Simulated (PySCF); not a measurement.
Compound: C5H11OSi (doublet state).
Z-matrix (Å and degrees, GFN2-xTB geometry), rows numbered from 1:
```
C 
C   1  1.2919
O   2  1.3683  1  127.25
Si  3  1.6265  2  131.47  1    -0.16
C   4  1.8934  3  102.00  2   179.87
C   5  1.5229  4  111.90  3  -178.37
C   6  1.5246  5  111.82  4  -179.38
H   1  1.0625  2  140.38  3    -0.07
H   2  1.0858  1  122.25  3  -179.94
H   4  1.4670  3  110.98  2    60.14
H   4  1.4671  3  110.98  2   -60.66
H   5  1.0915  4  110.15  3    60.27
H   5  1.0915  4  110.24  3   -56.93
H   6  1.0917  5  109.40  4    59.25
H   6  1.0917  5  109.45  4   -58.01
H   7  1.0883  6  110.41  5   -58.69
H   7  1.0877  6  110.78  5  -178.80
H   7  1.0882  6  110.45  5    61.10
```

The hyperfine couplings belong to this conformer and change with its torsions.

As a line formula: `[H]/[C]=C\O[SiH2]CCC` [radical].

Computed, not measured: UKS B3LYP, pcH-1 on C H O Si, non-relativistic, mean-field spin-orbit, GIAO in PySCF 2.14.0. Geometry: GFN2-xTB, one conformer, isolated molecule. The geometry wasn't refined by DFT: couplings that depend on bond lengths, twists or pyramidal angles can differ widely from those at the functional's own minimum. The SCF solution wasn't tested for stability.

Principal values of hyperfine tensors in MHz (contact, dipolar and spin–orbit terms together), for some of the nuclei:

| atom | isotope | A1 | A2 | A3 |
| --- | --- | --- | --- | --- |
| C1 | 13C | 257.37 | 278.59 | 480.58 |
| H9 | 1H | 61.51 | 64.25 | 79.44 |
| O3 | 17O | -62.17 | -25.98 | -20.00 |
| C2 | 13C | 12.22 | 32.77 | 44.05 |
| Si4 | 29Si | 0.09 | 1.18 | 2.10 |
| C6 | 13C | 0.89 | 0.90 | 1.44 |
| C5 | 13C | 0.12 | 0.16 | 0.80 |
| H11 | 1H | -2.15 | -1.74 | 2.97 |

(1) Split each tensor into its isotropic and traceless parts, and turn a_iso into mT with g = 2.0022.

(2) What spin density at the nucleus of C2 lies behind its contact coupling (g_N = 1.40482)?

(3) H8 (1H, g_N = 5.58569) isn't in the table. Its spin density at the nucleus is 0.003299 bohr⁻³. What is its contact coupling?

(4) Name the largest traceless tensor T of the table and describe it.

(5) In a single crystal, with the field along each principal axis of the tensor of H9 in turn, what first-order splitting does this nucleus give (isotropic g, quadrupole terms neglected)?

Results:

(1) a_iso = (A1 + A2 + A3)/3, Ti = Ai − a_iso; 1 mT corresponds to 28.023 MHz. The tensors hold a spin–orbit part: the run splits a_iso into a_FC + a_SO, and T includes its anisotropic share.

```json
{"atom": "C1", "a_iso (MHz)": "338.85", "a_FC": "338.97", "a_SO": "-0.13", "a_iso (mT)": "12.092", "T1": "-81.48", "T2": "-60.26", "T3": "141.74"}
{"atom": "H9", "a_iso (MHz)": "68.40", "a_FC": "68.41", "a_SO": "0.00", "a_iso (mT)": "2.441", "T1": "-6.89", "T2": "-4.16", "T3": "11.04"}
{"atom": "O3", "a_iso (MHz)": "-36.05", "a_FC": "-36.03", "a_SO": "-0.02", "a_iso (mT)": "-1.287", "T1": "-26.12", "T2": "10.07", "T3": "16.05"}
{"atom": "C2", "a_iso (MHz)": "29.68", "a_FC": "29.67", "a_SO": "0.01", "a_iso (mT)": "1.059", "T1": "-17.46", "T2": "3.09", "T3": "14.37"}
{"atom": "Si4", "a_iso (MHz)": "1.12", "a_FC": "1.12", "a_SO": "0.00", "a_iso (mT)": "0.040", "T1": "-1.03", "T2": "0.05", "T3": "0.98"}
{"atom": "C6", "a_iso (MHz)": "1.08", "a_FC": "1.08", "a_SO": "0.00", "a_iso (mT)": "0.038", "T1": "-0.19", "T2": "-0.17", "T3": "0.36"}
{"atom": "C5", "a_iso (MHz)": "0.36", "a_FC": "0.36", "a_SO": "0.00", "a_iso (mT)": "0.013", "T1": "-0.24", "T2": "-0.20", "T3": "0.44"}
{"atom": "H11", "a_iso (MHz)": "-0.30", "a_FC": "-0.30", "a_SO": "0.00", "a_iso (mT)": "-0.011", "T1": "-1.84", "T2": "-1.44", "T3": "3.28"}
```

(2) a_FC = 800.24 MHz bohr³ × g_N × ρ(0)/(2S). With a_FC = 29.67 MHz and 2S = 1, ρ(0) = 0.02639 bohr⁻³.

(3) By the same relation, a_FC = 14.74 MHz. Its full tensor has the principal values -18.31, 7.95, 54.58 MHz.

(4) C1: -81.5, -60.3, 141.7 MHz (the dipolar term alone has -81.3, -60.3, 141.6), rhombic: the two smaller values differ by 15 % of the largest.

(5) 2 lines (I = 1/2), spaced by |A_i|/(g × 13.996): 2.20, 2.29, 2.83 mT along the axes of A1, A2 and A3.
